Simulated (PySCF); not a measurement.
## SMILES C(/C=C/C=C)(=C)CBr, C7H9Br

Molfile (atoms numbered from 1):
```
C7H9Br
     RDKit          3D

 17 16  0  0  0  0  0  0  0  0999 V2000
   -3.1957    1.1997   -0.3102 C   0  0  0  0  0  0  0  0  0  0  0  0
   -2.3559    0.2051    0.0163 C   0  0  0  0  0  0  0  0  0  0  0  0
   -0.9288    0.2335   -0.2255 C   0  0  0  0  0  0  0  0  0  0  0  0
   -0.0927   -0.7702    0.1154 C   0  0  0  0  0  0  0  0  0  0  0  0
    1.3463   -0.8074   -0.1119 C   0  0  0  0  0  0  0  0  0  0  0  0
    2.0785   -1.8644    0.2903 C   0  0  0  0  0  0  0  0  0  0  0  0
    2.0132    0.3243   -0.8265 C   0  0  0  0  0  0  0  0  0  0  0  0
    2.1811    1.9280    0.2869 Br  0  0  0  0  0  0  0  0  0  0  0  0
   -4.2671    1.1351   -0.1078 H   0  0  0  0  0  0  0  0  0  0  0  0
   -2.8316    2.1134   -0.7902 H   0  0  0  0  0  0  0  0  0  0  0  0
   -2.7532   -0.6966    0.4980 H   0  0  0  0  0  0  0  0  0  0  0  0
   -0.5316    1.1400   -0.6956 H   0  0  0  0  0  0  0  0  0  0  0  0
   -0.5143   -1.6528    0.6098 H   0  0  0  0  0  0  0  0  0  0  0  0
    3.1583   -1.9072    0.1286 H   0  0  0  0  0  0  0  0  0  0  0  0
    1.6122   -2.7138    0.7964 H   0  0  0  0  0  0  0  0  0  0  0  0
    1.4500    0.6435   -1.7129 H   0  0  0  0  0  0  0  0  0  0  0  0
    3.0354    0.0646   -1.1223 H   0  0  0  0  0  0  0  0  0  0  0  0
  1  2  2  0
  2  3  1  0
  3  4  2  0
  4  5  1  0
  5  6  2  0
  5  7  1  0
  7  8  1  0
  1  9  1  0
  1 10  1  0
  2 11  1  0
  3 12  1  0
  4 13  1  0
  6 14  1  0
  6 15  1  0
  7 16  1  0
  7 17  1  0
M  END
```

Computed with quadratic response B3LYP/def2-SVPD first hyperpolarisability, Taylor convention, gas phase in PySCF 2.14.0. Geometry: PBE0-D3(BJ)/def2-SVP.

The calculation is non-relativistic, which matters for the atoms heavier than Zn.

**Question.** Give the tensor of the static β(0;0,0) in the axes of these coordinates.

**Answer.** In au, Taylor convention; rows are the first index (the induced dipole):
```csv
,xx,yy,zz,xy,xz,yz
x,-134.9,-107.9,-5.9,+18.6,-11.2,+2.9
y,+18.6,-89.1,-21.3,-107.9,+2.9,-7.8
z,-11.2,-7.8,-25.7,+2.9,-5.9,-21.3
```
Norm of βᵢ = ⅓ Σⱼ (βᵢⱼⱼ + βⱼᵢⱼ + βⱼⱼᵢ): 268.8 au, hyper-Rayleigh value 108.1 au.
